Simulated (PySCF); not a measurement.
C2H3F4NSi.
SMILES with atom numbers: `[F:1][SiH2:2]/[N:3]=[CH:4]\[C:5]([F:6])([F:7])[F:8]` (hydrogens: H9, H10 on Si2; H11 on C4)

Computed by this run: PBE0-D3(BJ)/def2-SVP geometry optimisation, gas phase in PySCF; density fitting, grid level 1; the optimiser is geomeTRIC in internal coordinates, started from a GFN2-xTB structure with every atom displaced at random (about 0.01 Å).

At the end of the run (lengths in Å): N3=C4 1.250, Si2–H10 1.484, Si2–H9 1.484, C4–C5 1.522, Si2–N3 1.742, C5–F7 1.331, C5–F8 1.331, F1–Si2–N3 106.2°, Si2–N3–C4 136.1°, N3–C4–C5 125.3°, C4–C5–F7 110.2°, F1–Si2–N3–C4 -177°, Si2–N3–C4–C5 0°, N3–C4–C5–F6 0°, H11–C4–C5–F6 180°, H9–Si2–N3–C4 -61°.

Question: These geometries were met on the way; a selection of coordinates is given. Order them by energy above the end point, lowest first.
A. N3=C4 1.271, Si2–H10 1.483, Si2–H9 1.486, C4–C5 1.518, Si2–N3 1.736, C5–F7 1.329, C5–F8 1.330, F1–Si2–N3 106.6°, Si2–N3–C4 137.7°, N3–C4–C5 123.3°, C4–C5–F7 111.4°, F1–Si2–N3–C4 -149°, Si2–N3–C4–C5 -1°, N3–C4–C5–F6 -53°, H11–C4–C5–F6 125°, H9–Si2–N3–C4 -31°
B. N3=C4 1.257, Si2–H10 1.484, Si2–H9 1.484, C4–C5 1.519, Si2–N3 1.758, C5–F7 1.331, C5–F8 1.329, F1–Si2–N3 105.0°, Si2–N3–C4 132.3°, N3–C4–C5 126.2°, C4–C5–F7 110.4°, F1–Si2–N3–C4 -164°, Si2–N3–C4–C5 -4°, N3–C4–C5–F6 -7°, H11–C4–C5–F6 174°, H9–Si2–N3–C4 -49°
C. N3=C4 1.250, Si2–H10 1.485, Si2–H9 1.483, C4–C5 1.523, Si2–N3 1.744, C5–F7 1.328, C5–F8 1.334, F1–Si2–N3 105.6°, Si2–N3–C4 135.8°, N3–C4–C5 125.5°, C4–C5–F7 110.4°, F1–Si2–N3–C4 -173°, Si2–N3–C4–C5 -2°, N3–C4–C5–F6 -1°, H11–C4–C5–F6 179°, H9–Si2–N3–C4 -57°
D. N3=C4 1.254, Si2–H10 1.483, Si2–H9 1.485, C4–C5 1.527, Si2–N3 1.747, C5–F7 1.334, C5–F8 1.327, F1–Si2–N3 106.0°, Si2–N3–C4 133.8°, N3–C4–C5 124.1°, C4–C5–F7 110.8°, F1–Si2–N3–C4 -151°, Si2–N3–C4–C5 1°, N3–C4–C5–F6 -43°, H11–C4–C5–F6 137°, H9–Si2–N3–C4 -34°
E. N3=C4 1.184, Si2–H10 1.441, Si2–H9 1.442, C4–C5 1.555, Si2–N3 1.745, C5–F7 1.346, C5–F8 1.319, F1–Si2–N3 102.1°, Si2–N3–C4 135.9°, N3–C4–C5 125.3°, C4–C5–F7 110.8°, F1–Si2–N3–C4 -147°, Si2–N3–C4–C5 3°, N3–C4–C5–F6 -61°, H11–C4–C5–F6 119°, H9–Si2–N3–C4 -34°

Answer: C (0.003 eV), B (0.021 eV), D (0.054 eV), A (0.099 eV), E (0.393 eV).

| step | E above end (eV) | rms distance from the end, all atoms (Å) | largest force (eV/Å) | rms shift of all bonds from the end (Å) |
| --- | --- | --- | --- | --- |
| 11 | 0.003 | 0.038 | 0.132 | 0.002 |
| 9 | 0.021 | 0.140 | 0.458 | 0.006 |
| 6 | 0.054 | 0.509 | 0.119 | 0.003 |
| 1 | 0.099 | 0.600 | 1.715 | 0.007 |
| 0 | 0.393 | 0.673 | 6.975 | 0.031 |

Rows stand in the order of the answer.
